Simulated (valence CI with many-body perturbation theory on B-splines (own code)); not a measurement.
# Missing levels of Cl XII

Method: configuration interaction combined with many-body perturbation theory (CI+MBPT): four valence electrons over a frozen Dirac-Fock core [He], radial functions for each j: 11 s, 11 p, 9 d, 7 f, 5 g, 2 h, 1 i, with the one-electron correlation potential Σ1, the two-electron term Σ2, the three-electron term Σ3, Breit, model QED; selected CI, second order for the rest, scaled by the run's own slope (own B-spline code, finite nucleus).

No measured levels were compared; by estimate levels of excited configurations hold to 0.05 to 0.15 % of their energy, terms of the ground configuration to about 0.5 %. Among the levels kept, up to 260 cm⁻¹ of a level comes from second order outside the variational space, and about a tenth of that is noise between levels of different J, which matters for small intervals.

| Level | E (eV) |
| --- | --- |
| 2s²2p² ³P_0 | 0.000 |
| 2s²2p² ³P_1 | ? |
| 2s²2p² ³P_2 | ? |
| 2s²2p² ¹D_2 | 9.378 |
| 2s²2p² ¹S_0 | 18.242 |
| 2s2p³ ⁵S°_2 | ? |
| 2s2p³ ³D°_2 | 48.134 |
| 2s2p³ ³D°_1 | 48.185 |
| 2s2p³ ³D°_3 | ? |
| 2s2p³ ³P°_0 | ? |
| 2s2p³ ³P°_1 | 56.497 |
| 2s2p³ ³P°_2 | 56.589 |
| 2s2p³ ¹D°_2 | 71.594 |
| 2s2p³ ³S°_1 | 72.097 |
| 2s2p³ ¹P°_1 | 79.972 |
| 2p⁴ ³P_2 | 109.445 |
| 2p⁴ ³P_1 | ? |
| 2p⁴ ³P_0 | 111.405 |
| 2p⁴ ¹D_2 | 117.313 |
| 2p⁴ ¹S_0 | 133.137 |

(1) The levels stand in rising order. What does the calculation give for the missing energies?

Results:

(1) 2s²2p² ³P_1 0.895; 2s²2p² ³P_2 2.059; 2s2p³ ⁵S°_2 25.536; 2s2p³ ³D°_3 48.216; 2s2p³ ³P°_0 56.478; 2p⁴ ³P_1 110.918.
